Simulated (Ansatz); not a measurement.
A made-up structure of InBH4O, singlet:

| atom | x (Å) | y (Å) | z (Å) |
| --- | --- | --- | --- |
| B1 | 0.5577 | -0.3551 | -1.5368 |
| In2 | 0.0167 | 0.5488 | 0.4355 |
| O3 | -1.0058 | -0.7180 | 1.6008 |
| H4 | -0.1658 | -0.2607 | -2.4835 |
| H5 | 1.1525 | 0.9796 | 1.6672 |
| H6 | 0.2503 | 2.0640 | 1.2252 |
| H7 | -1.2388 | -0.3334 | 2.4484 |

It is relaxed with PBE-D4/def2-SVP and then PBE0-D4/def2-TZVP (Ansatz 0.2.0). Atoms count as bonded within 1.22 times the sum of their covalent radii (H–H: 0.88 Å). The end point is not checked to be a true minimum.

Task: Does its bonding change? (Judge from chemistry; the calculation decides.)

Result: By the calculation: Yes. Formed: B1–H6; broken: In2–H6.

Where it ends: The first stage lowers the energy by 4.68 eV in 22 steps. It ends as InBH₄O ([BH2][InH][OH]):
```
atom    x (Å)    y (Å)    z (Å)
  B1   0.0034   0.7894  -1.1116
 In2   0.3816   0.2251   1.0187
  O3  -1.2539  -0.4939   1.9223
  H4   0.1551   0.0037  -1.9995
  H5   1.7249   0.2465   2.1000
  H6  -0.3510   1.8912  -1.4098
  H7  -1.0933  -0.7368   2.8366
```

Labels in which every atom is bracketed show which atoms are joined, not bond orders.

For scale, one of the runs: PBE0-D4/def2-TZVP relaxation, 136 basis functions, launched by `ansatz run in.yaml --threads 2 --pin off --events-out ev --progress --plain --max-ram 4352MiB`. The run took about 20 s on 2 CPU threads of an Intel Xeon 6975P-C (shared host).
